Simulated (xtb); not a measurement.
C6H10, SMILES C=CCC(=C)C. All values are semi-empirical tight-binding results from xtb (GFN2-xTB unless named), good for trends rather than for accurate numbers. The structure is a stationary point at GFN2-xTB. The values are those of a single conformer.

Optimised geometry:

Bonds (Å): C1–C2 1.319, C1–H7 1.078, C1–H8 1.077, C2–C3 1.500, C2–H9 1.082, C3–C4 1.510, C3–H10 1.091, C3–H11 1.094, C4–C5 1.323, C4–C6 1.498, C5–H12 1.077, C5–H13 1.077, C6–H14 1.087, C6–H15 1.089, C6–H16 1.090. Bond angles (°): C2–C1–H7 121.7, C2–C1–H8 122.1, H7–C1–H8 116.2, C1–C2–C3 124.2, C1–C2–H9 120.1, C3–C2–H9 115.6, C2–C3–C4 110.3, C2–C3–H10 109.4, C2–C3–H11 109.1, C4–C3–H10 109.9, C4–C3–H11 109.3, H10–C3–H11 108.8, C3–C4–C5 121.6, C3–C4–C6 115.8, C5–C4–C6 122.6, C4–C5–H12 121.9, C4–C5–H13 121.9, H12–C5–H13 116.2, C4–C6–H14 111.0, C4–C6–H15 110.5, C4–C6–H16 110.2, H14–C6–H15 108.6, H14–C6–H16 108.7, H15–C6–H16 107.7.
Charge 0, spin multiplicity 1.

| Property | Value |
|---|---|
| orbital gap | 4.93 eV |
| dipole moment | 0.66 D |
| zero-point energy | 87.0 kcal/mol |
| G − E(el) at 298.15 K (modified RRHO) | 67.1 kcal/mol |
| static polarisability (D4 model) | 73.5 bohr³ |
| solvation energy, GFN2-xTB/ALPB(water) | -0.7 kcal/mol |
| solvation energy, GFN2-xTB/ALPB(dmso) | -5.1 kcal/mol |

Problem. Give the IR lines (harmonic; lines under 4 % of the strongest left out, lines within 3 cm⁻¹ merged). (The exact figures need the calculation; the answer reports its results.)

Solution. ν (cm⁻¹): 487 (w), 632 (w), 863 (w), 890 (s), 1019 (m), 1030 (w), 1043 (w), 1106 (w), 1187 (w), 1264 (w), 1278 (m), 1304 (w), 1400 (w), 1415 (w), 1423 (w), 1482 (w), 1487 (w), 1717 (m), 1733 (m), 2949 (s), 2996 (m), 2999 (s), 3016 (m), 3046 (s), 3055 (s), 3098 (m), 3102 (m), 3122 (s), 3125 (vs) (against the strongest line: vs over 80 %, s over 45 %, m over 15 %, w over 4 %, vw less)

Computed atomic charges and the Wiberg bond orders between heavy atoms:
charges (e) C1 -0.10, C2 -0.02, C3 -0.06, C4 0.02, C5 -0.11, C6 -0.11, H7 0.04, H8 0.03, H9 0.03, H10 0.04, H11 0.04, H12 0.03, H13 0.03, H14 0.04, H15 0.05, H16 0.04. Bond orders C1–C2 1.98, C2–C3 1.01, C3–C4 0.99, C4–C5 1.93, C4–C6 1.03.
